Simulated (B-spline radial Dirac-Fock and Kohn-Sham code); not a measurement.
# X-ray scattering factor of Ce⁵⁵⁺

System: cerium as Ce⁵⁵⁺, [He] 2s1.

Level of theory: configuration-average Dirac-Fock orbitals; a radial B-spline solver. f₀ is the Fourier transform of the spherical electron density, S the Waller-Hartree incoherent function, and s = sin θ/λ. The electron scattering factor follows from the Mott-Bethe formula f_e = 0.023934 Å⁻¹·(Z − f₀)/s².

| s (Å⁻¹) | f₀ | S | f_e (Å) |
| --- | --- | --- | --- |
| 0 | 3.000 | 0.000 | – |
| 0.05 | 3.000 | 0.000 | 526.550 |
| 0.1 | 2.999 | 0.002 | 131.639 |
| 0.15 | 2.998 | 0.004 | 58.508 |
| 0.2 | 2.996 | 0.008 | 32.912 |
| 0.25 | 2.994 | 0.012 | 21.064 |
| 0.3 | 2.991 | 0.017 | 14.629 |
| 0.35 | 2.988 | 0.023 | 10.748 |
| 0.4 | 2.985 | 0.031 | 8.230 |
| 0.45 | 2.981 | 0.039 | 6.503 |
| 0.5 | 2.976 | 0.047 | 5.268 |
| 0.6 | 2.966 | 0.068 | 3.659 |
| 0.7 | 2.953 | 0.091 | 2.689 |
| 0.8 | 2.940 | 0.118 | 2.059 |
| 0.9 | 2.924 | 0.147 | 1.627 |
| 1 | 2.907 | 0.179 | 1.319 |
| 1.1 | 2.888 | 0.214 | 1.090 |
| 1.2 | 2.868 | 0.250 | 0.916 |
| 1.4 | 2.824 | 0.328 | 0.674 |
| 1.6 | 2.775 | 0.411 | 0.516 |
| 1.8 | 2.722 | 0.497 | 0.408 |
| 2 | 2.666 | 0.584 | 0.331 |
| 2.5 | 2.516 | 0.794 | 0.212 |
| 3 | 2.362 | 0.980 | 0.148 |
| 3.5 | 2.212 | 1.136 | 0.109 |
| 4 | 2.074 | 1.264 | 0.084 |
| 5 | 1.840 | 1.464 | 0.054 |
| 6 | 1.662 | 1.632 | 0.037 |

f₀ starts at the number of electrons, 3. The sum of ⟨r²⟩ over the electrons is 0.01312 bohr². For an ion f_e diverges as s goes to zero, because of the net charge.

Values without a named source are computed, but for edge energies of neutral atoms, which are taken from tables.
